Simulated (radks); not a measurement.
Ce, 58 electrons, occupied as [Xe] 4f1 6s2 6p1 (not the ground configuration). Method: scalar-relativistic Kohn-Sham, PBEsol, spin-unpolarised, spherical densities, point nucleus; computed with a radial shooting solver on a logarithmic mesh with Libxc functionals. Some entries of the table are withheld. Estimate them.

orbital  occ.  eigenvalue (eV)  <r^2> (bohr^2)
1s          2              (1)       0.0008212
2s          2        -6448.574         0.01307
2p          6              (2)         0.01042
3s          2        -1390.849         0.08879
3p          6        -1177.109         0.08881
3d         10              (3)         0.07584
4s          2        -283.7228             (4)
4p          6        -213.9399          0.5180
4d         10        -113.5317             (5)
5s          2         -43.6309             (6)
5p          6         -26.0639           3.426
4f          1          -8.4787           1.540
6s          2          -4.9840           18.76
6p          1          -2.1720           31.71

Answer. 
(1) 1s eigenvalue (eV): -40255.97
(2) 2p eigenvalue (eV): -5776.401
(3) 3d eigenvalue (eV): -873.3461
(4) 4s <r^2> (bohr^2): 0.4584
(5) 4d <r^2> (bohr^2): 0.6429
(6) 5s <r^2> (bohr^2): 2.557
